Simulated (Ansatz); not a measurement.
## SiHCl3 (trichlorosilane): the energy, rung by rung

SiHCl3: 5 atoms, total charge 0, spin state singlet. As SMILES, `Cl[SiH](Cl)Cl`. The shape is that of a PBE0-D4/def2-TZVP optimisation.

| atom | x (Å) | y (Å) | z (Å) |
| --- | --- | --- | --- |
| Cl | 1.6909 | -0.5714 | 0.8919 |
| Si | -0.0813 | -0.0127 | 0.0754 |
| Cl | 0.0177 | 1.9337 | -0.4913 |
| Cl | -0.4760 | -1.1705 | -1.5442 |
| H | -1.1513 | -0.1791 | 1.0681 |

Quantity: the energy change with the Si2–Cl4 bond stretched from 2.030 to 4.059 Å, in eV. The values are calculated.

```csv
level,kind,program,value (eV),less FCI/STO-3G,CPU time (all runs)
BHLYP/STO-3G (restricted),global hybrid,Ansatz,6.01,+2.03,4.5 s
HSE06/STO-3G (restricted),range-separated hybrid,Ansatz,5.36,+1.38,6.3 s
wB97X/STO-3G (restricted),range-separated hybrid,Ansatz,6.28,+2.30,23 s
MP2/STO-3G (restricted),perturbation theory,Ansatz,5.34,+1.36,1.4 s
CCSD(T)/STO-3G (restricted),coupled cluster or CI,Ansatz,3.29,-0.69,1.3 s
CCSDT(Q)/STO-3G (restricted),coupled cluster or CI,Ansatz,4.02,+0.04,2.7 s
CCSDT/STO-3G (restricted),coupled cluster or CI,Ansatz,4.00,+0.02,2.5 s
FCI/STO-3G,exact in the basis,Ansatz,3.98,0.00,62 s
```

FCI/STO-3G is exact within its basis and frozen core, so for wave-function methods in that basis the difference is their error; functionals converge differently with the basis, so for them it is only a difference. The first shape isn't each level's own minimum. The values span 3.29 to 6.28 eV. All rows use very small basis sets, so none should be taken for the real molecule's value. CPU times are rough (shared hosts, several kinds of processor and program).
